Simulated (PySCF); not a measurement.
SMILES C#C[SiH2][SiH2][Si](F)(F)F (C₂H₅F₃Si₃), singlet, GFN2-xTB optimised geometry.

```
13

C      2.04     2.19     1.41
C      2.01     1.01     1.61
Si     1.95    -0.82     1.88
Si     1.02    -1.83     0.00
Si    -1.26    -1.83     0.00
F     -1.90    -2.49     1.30
F     -2.07    -2.57    -1.16
F     -1.94    -0.39     0.00
H      2.07     3.23     1.24
H      3.34    -1.25     2.12
H      1.18    -1.03     3.11
H      1.45    -3.23    -0.12
H      1.46    -1.19    -1.25
```

Density from PySCF 2.14.0 with CAM-B3LYP/def2-TZVP at that geometry.

Minimum of the electron density along straight lines between bonded atoms, close to the bond critical point (lines longer than 1.1 times the sum of covalent radii, or with two minima, are not listed):

```
bond     length / Å  ρ at the minimum / e bohr⁻³  ∇²ρ there / e bohr⁻⁵  position (fraction from the first atom)
-------  ----------  ---------------------------  --------------------  ---------------------------------------
C1–C2         1.203                        0.427                   [?]                                     0.52
C2–Si3        1.850                        0.116                  0.28                                     0.61
Si3–Si4       2.331                        0.097                 -0.18                                     0.48
Si4–Si5       2.278                        0.102                   [?]                                     0.36
Si5–F6        1.595                        0.142                  1.00                                     0.42
Si5–F7        1.593                        0.143                  1.01                                     0.42
Si5–F8        1.593                        0.142                  1.01                                     0.42
C1–H9         1.053                          [?]                 -1.16                                     0.67
Si3–H10       1.470                        0.125                  0.16                                     0.49
Si3–H11       1.470                        0.126                  0.16                                     0.49
Si4–H12       1.475                        0.122                  0.17                                     0.49
Si4–H13       1.473                        0.123                  0.16                                     0.49
```

### Question
Fill in the missing entries.

### Answer

- C1–C2, ∇²ρ there / e bohr⁻⁵: -1.31
- Si4–Si5, ∇²ρ there / e bohr⁻⁵: -0.09
- C1–H9, ρ at the minimum / e bohr⁻³: 0.300
